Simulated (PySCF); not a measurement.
Polarisability and C₆ of Nb⁺ (niobium, charge +1)

[Kr] 4d4, high-spin 5D determinant. Calculation: PySCF 2.14, in def2-QZVPPD with the def2 core potential (28 electrons) (7s5p4d3f2g, 81 functions); a scalar-relativistic core potential. Coupled (time-dependent) response in atomic units; α is the mean over directions.

```tsv
method	mean α (bohr³)	α xx, yy, zz	C₆ (like pair)	S(−4)
UHF	22.25	19.33, 19.33, 28.07	140.0	389.1
PBE	27.12	23.12, 23.12, 35.12	172.7	680.3
PBEsol	27.16	23.46, 23.46, 34.57	174.3	665.9
```

S(−4) is the Cauchy moment in α(ω) = α(0) + S(−4) ω² + …

Spin-orbit coupling is absent.

α(iu) at PBEsol:

```
u (hartree)  α(iu) (bohr³)
          0          27.16
     0.0500          25.65
      0.100          22.37
      0.200          16.52
      0.300          13.01
      0.500          9.123
      0.750          6.401
       1.00          4.738
       1.50          2.886
       2.00          1.928
       3.00          1.017
       5.00         0.4130
```

A single London oscillator, α(iu) = α/(1 + u²/ω²), gives C₆ = (3/4) ω α². Matching the computed C₆ needs ω = 4 × 174.3 / (3 × 27.16²) = 0.315 hartree.

For an ion, C₆ is the dispersion term alone; charge-induced terms of lower order in 1/R come first.

The components differ because the open shell of this determinant is not spherical; for a pure term their mean is the scalar polarisability.

Energies and moments cover only the electrons outside the core potential.
